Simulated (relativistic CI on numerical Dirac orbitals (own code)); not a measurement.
## Pt+: 5p photoemission

Computed with this model: Dirac-Coulomb-Breit CI, orbitals from a KLI potential per configuration, model QED, valence Slater integrals scaled by 0.8, multiplet model of photoemission in the sudden approximation; configurations [Xe] 4f14 5d9 → [Kr] 4d10 4f14 5s2 5p5 5d9; 300 K; Lorentzian 2.1 eV and Gaussian 0.6 eV FWHM. Energies are those of the free ion, without screening or charge transfer. The energies are binding energies and can lie tens of eV above those of solids. S is read from ⟨S²⟩ = S(S + 1).

Field parameters in Wybourne normalisation: D3d B²₀ = −7Dσ, B⁴₀ = −14Dq − 21Dτ, B⁴₃ = −14√(10/7) Dq. The field is a parameter set, without covalency.

free ion: ground-state S = 0.50, centroid 75.08 eV. Peaks (eV, height): 68.0 (100), 73.0 (59), 86.0 (74).

D3d, 10Dq = 14350, Dσ = -1200, Dτ = 300 cm⁻¹: ground-state S = 0.50, centroid 75.11 eV. Peaks (eV, height): 68.4 (100), 72.6 (48), 85.0 (51), 86.2 (50).

Strongest unbroadened transitions for D3d, 10Dq = 14350, Dσ = -1200, Dτ = 300 cm⁻¹:

| Energy (eV) | Relative strength |
| --- | --- |
| 68.12 | 40.1 |
| 68.22 | 80.5 |
| 68.26 | 59.4 |
| 68.35 | 68.3 |
| 68.58 | 50.3 |
| 68.90 | 48.3 |
| 69.22 | 43.6 |
| 69.93 | 27.8 |
| 72.57 | 23.5 |
| 72.67 | 41.1 |
| 73.11 | 27.2 |
| 73.20 | 22.4 |
| 74.20 | 18.3 |
| 84.54 | 50.5 |
| 84.83 | 100.0 |
| 86.30 | 83.1 |
| 86.68 | 49.6 |
| 87.68 | 18.8 |
